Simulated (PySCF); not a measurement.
Match each property card to its molecule.

Structures:
1. `[OH][W]([OH])(=[S])=[S]`
2. `CCN[Si](Cl)(Cl)Cl`
3. `[PH3]->[Pt]<-[PH3]`
4. `O=C(Cl)c1cccc(F)c1`

Card P (geometry PBE0-D3(BJ)/def2-SVP):
- Rotational constants A, B, C: 2.043, 0.767, 0.557 GHz
- Static isotropic polarisability (PBE0/def2-SVPD): 99.0 au
- HOMO energy (PBE0/def2-SVPD): -7.92 eV
- Dipole moment (PBE0/def2-SVPD): 3.07 D
- Point group: Cs
- Lowest singlet excitation (TDDFT PBE0/def2-SVPD): 4.50 eV (275 nm, f = 0.000)
- Strongest line among the 6 lowest singlet transitions (TDDFT PBE0/def2-SVPD): S3 at 5.22 eV (238 nm, f = 0.238)

Card Q (geometry PBE0-D3(BJ)/def2-SVP):
* Rotational constants A, B, C: 54.915, 1.372, 1.372 GHz
* Static isotropic polarisability (CAM-B3LYP/def2-SVPD): 98.8 au
* HOMO energy (CAM-B3LYP/def2-SVPD): -6.95 eV
* Lowest triplet excitation (Tamm–Dancoff) (TDA CAM-B3LYP/def2-SVPD): 3.39 eV
* Dipole moment (CAM-B3LYP/def2-SVPD): 0.03 D

Card R (geometry PBE0-D3(BJ)/def2-SVP):
* Rotational constants A, B, C: 1.314, 0.849, 0.819 GHz
* Static isotropic polarisability (B3LYP/def2-SVPD): 97.5 au
* Core binding energies (ΔSCF SCAN, pcX-2 on the ionised atom, pcseg-1 elsewhere, spin-free X2C, 2p3/2 from a spin–orbit splitting computed afterwards within the 2p shell): Si2p3/2 109.3, Cl2p3/2 206.4 (×3), C1s 291.0, C1s 292.2, N1s 405.2, Si1s 1849.5, Cl1s 2829.0 (×3) eV
* Isotropic shieldings of nuclei other than C and H, by class (GIAO KT2/pcSseg-1): 180 (1 N), 366 (1 Si), 775 (3 Cl) ppm
* 13C chemical shifts (computed TMS as zero) by class (GIAO KT2/pcSseg-1): 41.0 (1 C), 21.6 (1 C) ppm
* Strongest line among the 10 lowest singlet transitions (TDDFT B3LYP/def2-SVPD): S5 at 7.35 eV (169 nm, f = 0.065)

Card S (geometry PBE0-D3(BJ)/def2-SVP):
- Rotational constants A, B, C: 2.291, 1.837, 1.574 GHz
- Static isotropic polarisability (B3LYP/def2-SVPD): 93.9 au
- Vertical ionisation energy (ΔSCF B3LYP/def2-SVPD): 8.96 eV
- Dipole moment (B3LYP/def2-SVPD): 1.62 D
- Lowest singlet excitation (TDDFT B3LYP/def2-SVPD): 3.14 eV (395 nm, f = 0.002)
- Strongest line among the 10 lowest singlet transitions (TDDFT B3LYP/def2-SVPD): S2 at 3.16 eV (392 nm, f = 0.029)
- Lowest triplet excitation (Tamm–Dancoff) (TDA B3LYP/def2-SVPD): 2.41 eV

Each SMILES stands for a single optimised conformer of the isolated species (atoms past krypton carry core potentials, spin–orbit coupling is left out); the electronic structure was computed with PySCF and density fitting. NMR classes are plain means over equivalent atoms (diastereotopic ones count apart unless rotation or inversion swaps them), as if these changed places fast.

Question: Which card belongs to which structure?

Answer: P = 4, Q = 3, R = 2, S = 1. What ties each card to its structure:
- 1 (card S), H2O2S2W, monoisotopic mass 281.9 u, 5 heavy atoms: an asymmetric top with C = 1.574 GHz, the highest such constant on the cards; polarisability 93.9 au for 124 electrons; dipole 1.62 D.
- 2 (card R), C2H6Cl3NSi, monoisotopic mass 176.9 u, 7 heavy atoms: 2 C in 2 classes; core lines of C, Cl, N and Si; the least shielded carbon (41.0 ppm) is a carbon bonded to C, N and 2 H; an asymmetric top with C = 0.819 GHz; polarisability 97.5 au for 90 electrons.
- 3 (card Q), H6P2Pt, monoisotopic mass 263.0 u, 3 heavy atoms: a nearly prolate symmetric top with C = 1.372 GHz; polarisability 98.8 au for 114 electrons; a dipole under 0.05 D.
- 4 (card P), C7H4ClFO, monoisotopic mass 158.0 u, 10 heavy atoms: point group Cs; an asymmetric top with C = 0.557 GHz, the lowest such constant on the cards; polarisability 99.0 au for 80 electrons; dipole 3.07 D.
